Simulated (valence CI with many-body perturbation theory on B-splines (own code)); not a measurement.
# Energy levels of Tm LXV

Calculated by configuration interaction combined with many-body perturbation theory (CI+MBPT): three valence electrons over a frozen Dirac-Fock core [He], a basis of 11 s, 11 p, 9 d, 7 f, 5 g, 2 h, 1 i functions for each j, with the one-electron correlation potential Σ1 (screened to all orders), the two-electron term Σ2, the three-electron term Σ3, Breit, model QED; selected single and double excitations, second order for the rest (own B-spline code, finite nucleus).

No measured spectrum was set against this ion. As an estimate, large intervals hold to a few tenths of a per cent, small ones and those within an open d or f shell to about a per cent.

Levels 46 to 90 of 101, with energies above the lowest level, (2s^2 2p1/2) J=1/2. "Leading %" is the weight of the configuration and term that name the level; weights of strongly mixed levels are sums over their largest components and can fall short. In the jj column 3d3/2^4 stands for four electrons in 3d with j = 3/2. Lifetimes count E1, E2, E3, M1 and M2 decay at the calculated energies, and are blank where another channel may lead or the interval is too uncertain; long ones can be off by a factor of two.

```
No.  Configuration  Term    J  E (eV)  Leading %                 Leading jj  Lifetime
 46       2s 2p 3p    4P  3/2   10351         46     2s 2p3/2 3p1/2 (100 %)   7.84 fs
 47       2s 2p 3p    2D  5/2   10353         44     2s 2p3/2 3p1/2 (100 %)   3.07 fs
 48       2s 2p 3s   2P°  1/2   10353         90        2s 2p3/2 3s (100 %)   3.69 fs
 49       2s 2p 3s   2P°  3/2   10359         82         2s 2p3/2 3s (99 %)   7.53 fs
 50       2s 2p 3p    2P  1/2   10433         49      2s 2p3/2 3p1/2 (98 %)   3.11 fs
 51       2s 2p 3p    2D  3/2   10435         61      2s 2p3/2 3p1/2 (99 %)   4.60 fs
 52         2p2 3s    4P  3/2   10521         86      2p1/2 2p3/2 3s (98 %)   8.66 fs
 53         2p2 3s    2P  1/2   10530         65      2p1/2 2p3/2 3s (97 %)   4.34 fs
 54         2p2 3s    2D  5/2   10538         64      2p1/2 2p3/2 3s (98 %)   7.87 fs
 55         2p2 3s    2D  3/2   10547         64      2p1/2 2p3/2 3s (98 %)   4.59 fs
 56         2p2 3p   4P°  1/2   10581         49   2p1/2 2p3/2 3p1/2 (99 %)   1.59 fs
 57         2p2 3p   4D°  3/2   10587         55   2p1/2 2p3/2 3p1/2 (99 %)   1.56 fs
 58         2p2 3p   2F°  5/2   10600         49   2p1/2 2p3/2 3p1/2 (99 %)   1.56 fs
 59         2p2 3p   2P°  3/2   10642         43   2p1/2 2p3/2 3p1/2 (99 %)   1.95 fs
 60       2s 2p 3p    4D  7/2   10645        100     2s 2p3/2 3p3/2 (100 %)    356 fs
 61       2s 2p 3p    2P  3/2   10657         54      2s 2p3/2 3p3/2 (98 %)   3.48 fs
 62       2s 2p 3p    4P  5/2   10675         52      2s 2p3/2 3p3/2 (98 %)   3.73 fs
 63       2s 2p 3p    2S  1/2   10680         48      2s 2p3/2 3p3/2 (98 %)   1.98 fs
 64       2s 2p 3d   4D°  5/2   10713         45      2s 2p3/2 3d3/2 (99 %)    837 as
 65       2s 2p 3d   4D°  3/2   10719         42      2s 2p3/2 3d3/2 (99 %)    777 as
 66       2s 2p 3d   4F°  7/2   10720         46      2s 2p3/2 3d3/2 (96 %)    879 as
 67       2s 2p 3d   4P°  1/2   10723         83      2s 2p3/2 3d3/2 (99 %)    884 as
 68       2s 2p 3p    2D  5/2   10737         73      2s 2p3/2 3p3/2 (99 %)   4.50 fs
 69       2s 2p 3p    2P  3/2   10754         58      2s 2p3/2 3p3/2 (99 %)   4.88 fs
 70       2s 2p 3p    2S  1/2   10758         60     2s 2p3/2 3p3/2 (100 %)   72.8 fs
 71       2s 2p 3d   4F°  9/2   10780        100     2s 2p3/2 3d5/2 (100 %)   9.52 ps
 72       2s 2p 3d   2D°  3/2   10789         60      2s 2p3/2 3d3/2 (71 %)    960 as
 73       2s 2p 3d   2F°  5/2   10800         52      2s 2p3/2 3d3/2 (76 %)   1.12 fs
 74       2s 2p 3d   4P°  5/2   10805         31      2s 2p3/2 3d5/2 (76 %)    751 as
 75       2s 2p 3d   2P°  1/2   10808         67      2s 2p3/2 3d3/2 (93 %)    675 as
 76       2s 2p 3d   2F°  7/2   10811         49      2s 2p3/2 3d5/2 (95 %)    599 as
 77       2s 2p 3d   2P°  3/2   10825         46      2s 2p3/2 3d5/2 (70 %)    768 as
 78       2s 2p 3d   2P°  1/2   10836         90      2s 2p3/2 3d5/2 (91 %)    870 as
 79       2s 2p 3d   2F°  7/2   10874         69      2s 2p3/2 3d5/2 (94 %)   2.37 fs
 80       2s 2p 3d   2D°  5/2   10890         53      2s 2p3/2 3d5/2 (84 %)    663 as
 81       2s 2p 3d   2P°  3/2   10894         71      2s 2p3/2 3d5/2 (97 %)    845 as
 82         2p2 3p   4D°  5/2   10900         42   2p1/2 2p3/2 3p3/2 (87 %)   1.81 fs
 83         2p2 3p   2P°  1/2   10904         36   2p1/2 2p3/2 3p3/2 (98 %)   2.75 fs
 84         2p2 3p   2D°  3/2   10911         51   2p1/2 2p3/2 3p3/2 (96 %)   2.64 fs
 85         2p2 3p   2F°  7/2   10918         60   2p1/2 2p3/2 3p3/2 (94 %)   3.22 fs
 86         2p2 3p   4S°  3/2   10932         32  2p1/2 2p3/2 3p3/2 (100 %)   2.79 fs
 87         2p2 3p   2D°  5/2   10944         64   2p1/2 2p3/2 3p3/2 (97 %)   2.61 fs
 88         2p2 3d    4F  3/2   10953         43  2p1/2 2p3/2 3d3/2 (100 %)   2.54 fs
 89         2p2 3d    4F  5/2   10954         53   2p1/2 2p3/2 3d3/2 (99 %)   6.63 fs
 90         2p2 3d    4D  1/2   10959         79  2p1/2 2p3/2 3d3/2 (100 %)   4.75 fs
```
